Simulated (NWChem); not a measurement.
System: C3H7B; SMILES BCC=C

Input file for NWChem:

```
start job
memory heap 200 mb stack 900 mb global 1100 mb
geometry units angstroms noautoz
  B      0.298751     1.932849     0.222383
  C     -0.471497     0.617900    -0.090853
  C      0.290770    -0.658212    -0.275933
  C     -0.028635    -1.840808     0.278582
  H     -0.823247     0.992746    -1.103197
  H     -1.410426     0.480896     0.484602
  H      1.203400    -0.586848    -0.896258
  H     -0.925319    -1.957730     0.910482
  H      0.597071    -2.733670     0.127048
  H     -0.300306     2.903273     0.649712
  H      1.477768     2.044353    -0.066514
end
basis spherical
  * library 6-31+g*
end
dft
  xc b3lyp
  iterations 150
end
tddft
  nroots 6
  notriplet
end
task tddft energy
```

Parts of the log:

```
             Northwest Computational Chemistry Package (NWChem) 7.3.0
             --------------------------------------------------------

 C1  symmetry detected

                             Geometry "geometry" -> ""
                             -------------------------

 Output coordinates in angstroms (scale by  1.889725989 to convert to a.u.)

  No.       Tag          Charge          X              Y              Z
 ---- ---------------- ---------- -------------- -------------- --------------
    1 B                    5.0000     0.21054637     1.95124529     0.27231640
    2 C                    6.0000    -0.43851721     0.62846034    -0.22712937
    3 C                    6.0000     0.36335383    -0.63672662    -0.21863256
    4 C                    6.0000    -0.06835019    -1.82654111     0.23525382
    5 H                    1.0000    -0.53075125     1.00475289    -1.29435698
    6 H                    1.0000    -1.48963209     0.47612059     0.09451691
    7 H                    1.0000     1.40114994    -0.55009105    -0.59046983
    8 H                    1.0000    -1.09297868    -1.95859528     0.62217592
    9 H                    1.0000     0.58763250    -2.71045283     0.24299348
   10 H                    1.0000    -0.48975854     2.91142609     0.53845169
   11 H                    1.0000     1.42268764     2.07945746     0.28815544

 Effective nuclear repulsion energy (a.u.)     100.8078981960

                                 NWChem DFT Module
                                 -----------------

 Summary of "ao basis" -> "ao basis" (spherical)
 ------------------------------------------------------------------------------
       Tag                 Description            Shells   Functions and Types
 ---------------- ------------------------------  ------  ---------------------
 B                          6-31+g*                  8       18   4s3p1d
 C                          6-31+g*                  8       18   4s3p1d
 H                          6-31+g*                  2        2   2s

[...]

                                NWChem TDDFT Module
                                -------------------

            General Information
            -------------------
           No. of orbitals :     172
            Alpha orbitals :      86
             Beta orbitals :      86
        Alpha frozen cores :       0
         Beta frozen cores :       0
     Alpha frozen virtuals :       0
      Beta frozen virtuals :       0
         Spin multiplicity :       1
    Number of AO functions :      86
        Use of symmetry is : off
      Symmetry adaption is : off
         Schwarz screening :  0.10D-07

              XC Information
              --------------
                  B3LYP Method XC Potential
              Hartree-Fock (Exact) Exchange   0.20
                 Slater Exchange Functional   0.80 local
             Becke 1988 Exchange Functional   0.72 non-local
       Lee-Yang-Parr Correlation Functional   0.81
           VWN I RPA Correlation Functional   0.19 local

             TDDFT Information
             -----------------
          Calculation type : TDDFT
         Wavefunction type : Restricted singlets
          No. of electrons :      30
           Alpha electrons :      15
            Beta electrons :      15
              No. of roots :       6
          Max subspacesize :    5200
            Max iterations :     100
               Target root :       1
           Target symmetry : none
      Symmetry restriction : off
                 Algorithm : Optimal
        Davidson threshold :  0.10D-03

    6 smallest eigenvalue differences (eV)
--------------------------------------------------------
  No. Spin  Occ  Vir  Irrep   E(Occ)    E(Vir)   E(Diff)
--------------------------------------------------------
    1    1   15   16 a        -0.255    -0.053     5.492
    2    1   15   17 a        -0.255    -0.004     6.839
    3    1   15   18 a        -0.255     0.007     7.131
    4    1   14   16 a        -0.330    -0.053     7.526
    5    1   15   19 a        -0.255     0.025     7.626
    6    1   15   20 a        -0.255     0.029     7.722
--------------------------------------------------------

  Entering Davidson iterations
  Restricted singlet excited states

  Iter   NTrls   NConv    DeltaV     DeltaE      Time
  ----  ------  ------  ---------  ---------  ---------
    1      6       0     0.37E+00   0.10+100        6.1
    2     18       0     0.50E-01   0.43E-01        9.6
    3     30       0     0.36E-01   0.69E-02        9.6
    4     42       0     0.64E-02   0.17E-02       10.5
    5     54       0     0.21E-02   0.39E-04        9.8
    6     66       1     0.75E-03   0.26E-05       10.0
    7     76       3     0.31E-03   0.25E-06        8.3
    8     82       5     0.14E-03   0.34E-07        5.7
    9     84       6     0.80E-04   0.51E-08        3.2
  ----  ------  ------  ---------  ---------  ---------
  Convergence criterion met

  Ground state a        -143.339734795560 a.u.

  ----------------------------------------------------------------------------
  Root   1 singlet a              0.168008920 a.u.                4.5718 eV
  ----------------------------------------------------------------------------
     Transition Moments    X -0.03108   Y -0.31215   Z  0.05036
     Dipole Oscillator Strength                    0.0113059567
     Electric Quadrupole                           0.0000000227
     Magnetic Dipole                               0.0000000783
     Total Oscillator Strength                     0.0113060577

[...]
```

Level: B3LYP/6-31+G* (spherical d), full TDDFT. Geometry: optimised at PBE-D3(BJ)/def2-SVP.
